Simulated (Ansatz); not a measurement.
Relaxation of CH$_{6}$O$_{2}$Sn (10 atoms, charge 0, multiplicity 1), to a largest force component of 0.02 eV/Å in at most 40 steps.

All numbers below come from RHF/def2-SVP in Ansatz.

```xyz
10
Properties=species:S:1:pos:R:3
O -1.970 0.309 -0.083
C -0.686 0.668 -0.357
Sn 0.551 -0.768 0.588
O 2.552 -0.317 0.226
H -2.557 1.038 -0.575
H -0.442 1.695 0.042
H -0.462 0.646 -1.447
H 0.261 -2.347 -0.029
H 0.306 -0.717 2.371
H 2.529 -0.259 -0.734
```

Problem. Where does it end, and by what steps?

Solution. The run converged. The force dipped under the threshold on the way, but the program's further checks kept it going. After 25 steps the energy has fallen by 0.732 eV; H10 moved furthest, 1.08 Å.

```csv
step,energy less start (eV),largest force component (eV/Å),accepted
0,0.0000,3.943,yes
1,-0.4803,2.575,yes
2,-0.6667,1.546,yes
3,-0.7080,0.194,yes
4,-0.7111,0.057,yes
5,-0.7119,0.127,yes
6,-0.7124,0.196,yes
7,-0.7073,0.283,no
8,-0.7131,0.020,yes
9,-0.7144,0.028,yes
10,-0.6695,1.417,no
11,-0.7158,0.050,yes
12,-0.7142,0.389,no
13,-0.7166,0.055,yes
14,-0.7175,0.061,yes
15,-0.7179,0.275,yes
16,-0.7189,0.379,yes
17,-0.7266,0.083,yes
18,-0.7257,0.357,no
19,-0.7284,0.055,yes
20,-0.7302,0.098,yes
21,-0.7308,0.064,yes
22,-0.7315,0.011,yes
23,-0.7316,0.070,yes
24,-0.7316,0.053,yes
25,-0.7317,0.002,yes
```

```xyz
10
Properties=species:S:1:pos:R:3
O -2.068 0.371 -0.019
C -0.772 0.742 -0.407
Sn 0.552 -0.742 0.435
O 2.343 -0.171 -0.175
H -2.702 0.983 -0.359
H -0.498 1.732 -0.030
H -0.656 0.760 -1.494
H 0.249 -2.311 -0.174
H 0.539 -0.737 2.146
H 3.098 -0.677 0.080
```

Whether the end is a true minimum wasn't checked by a vibrational analysis.

Run time: 100 s on 1 CPU thread of a shared host.
